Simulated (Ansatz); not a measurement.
Computed with Ansatz.

A structure relaxed at PBE0-D4/def2-TZVP, charge 0, multiplicity 1:

```xyz
14

O     0.120   -2.010   -3.712
Cu    0.019   -1.211   -2.126
N     0.018   -0.266   -0.495
C     0.814    0.799   -0.331
C     0.853    1.527    0.841
C     0.039    1.147    1.896
C    -0.785    0.047    1.731
C    -0.767   -0.630    0.527
H    -0.472   -2.761   -3.782
H     1.435    1.065   -1.178
H     1.516    2.380    0.918
H     0.048    1.699    2.828
H    -1.440   -0.292    2.523
H    -1.397   -1.494    0.360
```

Problem. Give its formula and SMILES.

Solution. C5H6CuNO, `[OH][Cu-][n+]1ccccc1`.

Problem. Point group (tolerance 0.08 Å, 0.16 Å for H)?

Solution. Cs.

Problem. Summarise the bond lengths by kind.

Solution. 1 × Cu–O 1.779 Å; 1 × H–O 0.959 Å; 1 × Cu–N 1.884 Å; 2 × C–N 1.339 to 1.340 Å; 4 × C–C 1.381 to 1.385 Å; 5 × C–H 1.082 to 1.083 Å.
